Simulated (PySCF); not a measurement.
# C4H9NO2Si: full NMR table

| Property | Result |
| --- | --- |
| Formula | C4H9NO2Si |
| SMILES | C=NC(=C)O[SiH2]OC |
| InChI | InChI=1S/C4H9NO2Si/c1-4(5-2)7-8-6-3/h1-2,8H2,3H3 |
| Point group of the computed structure | C1 |
| Degrees of unsaturation | 2 |
| Carbon signals | 4 |
| Proton signals | 6 |

Molfile (atoms numbered from 1):
```
C4H9NO2Si
     RDKit          3D

 17 16  0  0  0  0  0  0  0  0999 V2000
   -1.7413    1.6940    0.2075 C   0  0  0  0  0  0  0  0  0  0  0  0
   -1.3656    0.5303    0.4884 N   0  0  0  0  0  0  0  0  0  0  0  0
   -1.5078   -0.5479   -0.3731 C   0  0  0  0  0  0  0  0  0  0  0  0
   -2.6257   -0.8210   -1.0483 C   0  0  0  0  0  0  0  0  0  0  0  0
   -0.4535   -1.3778   -0.3902 O   0  0  0  0  0  0  0  0  0  0  0  0
    0.9274   -1.2270    0.4563 Si  0  0  0  0  0  4  0  0  0  0  0  0
    1.6909    0.0796   -0.1263 O   0  0  0  0  0  0  0  0  0  0  0  0
    2.9434    0.5713    0.2375 C   0  0  0  0  0  0  0  0  0  0  0  0
   -2.1735    1.9905   -0.7509 H   0  0  0  0  0  0  0  0  0  0  0  0
   -1.6252    2.4623    0.9588 H   0  0  0  0  0  0  0  0  0  0  0  0
   -2.7159   -1.7283   -1.6143 H   0  0  0  0  0  0  0  0  0  0  0  0
   -3.4744   -0.1648   -1.0068 H   0  0  0  0  0  0  0  0  0  0  0  0
    0.7043   -1.0990    1.8933 H   0  0  0  0  0  0  0  0  0  0  0  0
    1.5786   -2.4728    0.0713 H   0  0  0  0  0  0  0  0  0  0  0  0
    2.9559    0.8665    1.2894 H   0  0  0  0  0  0  0  0  0  0  0  0
    3.1585    1.4415   -0.3841 H   0  0  0  0  0  0  0  0  0  0  0  0
    3.7168   -0.1851    0.0817 H   0  0  0  0  0  0  0  0  0  0  0  0
  1  2  2  0
  2  3  1  0
  3  4  2  0
  3  5  1  0
  5  6  1  0
  6  7  1  0
  7  8  1  0
  1  9  1  0
  1 10  1  0
  4 11  1  0
  4 12  1  0
  6 13  1  0
  6 14  1  0
  8 15  1  0
  8 16  1  0
  8 17  1  0
M  END
```

- geometry: GFN2-xTB
- PBE0/pcSseg-1 with gauge-including orbitals
- code: PySCF 2.14
- relativity neglected, one computed conformer, isolated molecule, one averaged value for each set of equivalent atoms

Referencing at the same level of theory: TMS for 1H and 13C and 29Si; NH3 for 15N; H2O for 17O.

| carbon | δC, type | δH (multiplicity) | HMBC from (2–3 bonds) | span of the C tensor (ppm) |
| --- | --- | --- | --- | --- |
| C1 | 153.7, CH2 | H9 7.79 (d); H10 7.06 (d) | – | 186 |
| C3 | 169.7, C | – | H9, H10, H13/H14, H12, H11 | 183 |
| C4 | 79.3, CH2 | H11 3.87 (m); H12 3.92 (m) | – | 127 |
| C8 | 50.4, CH3 | 3.73 (s) | H13/H14 | 75 |

Other nuclei:
```json
{"atoms": "H13/H14", "nucleus": "1H", "environment": "hydrogen on a silicon bonded to 2 O", "δ (ppm)": "4.91", "σ (ppm)": "26.80"}
{"atoms": "Si6", "nucleus": "29Si", "environment": "silicon bonded to 2 O, 2 H", "δ (ppm)": "-36.8", "σ (ppm)": "386.0"}
{"atoms": "N2", "nucleus": "15N", "environment": "imine nitrogen", "δ (ppm)": "396.1", "σ (ppm)": "-128.4"}
{"atoms": "O5", "nucleus": "17O", "environment": "oxygen bonded to C, Si", "δ (ppm)": "143.7", "σ (ppm)": "192.4"}
{"atoms": "O7", "nucleus": "17O", "environment": "oxygen bonded to C, Si", "δ (ppm)": "15.6", "σ (ppm)": "320.4"}
```

1. Carbon types of the structure: 1 × C, 2 × CH2, 1 × CH3, leaving 2 H on heteroatoms.
2. δC 169.7: alkene carbon bearing oxygen; an sp2 carbon further deshielded by the attached heteroatom.
3. δC 153.7: C=N carbon.
4. δC 79.3: β carbon of an enol-ether or enamine type C=C; the O or N lone pair pushes π density onto this β carbon and shields it.
5. δH 3.92, 3.87: hydrogen on a β carbon of an enol-ether or enamine type C=C; lone-pair donation from O or N shields it, upfield of ordinary alkene protons.
6. δH 3.73: hydrogen on a methyl carbon bonded to O; its carbon carries O, which withdraws density.

Shifts are as computed. Against solution values, carbons near 30 ppm lie about +3 ppm off and those near 130 ppm about +5 ppm. Of 1211 compounds with measured shifts, 218 miss one by over three times the rms of a fit or turn the order of signals round; such compounds aren't used in these exercises. Experimental scales use liquid or dissolved standards, which lie at an offset from isolated NH3 (liquid NH3: subtract about 20 ppm) and H2O (liquid H2O: subtract about 36 ppm). Unscaled 15N shifts of sp2 nitrogen come out 20 to 40 ppm too high even then. Multiplicities follow the n + 1 count of equivalent neighbours, as no J values were calculated; m marks all less simple cases, F and P coupling included.
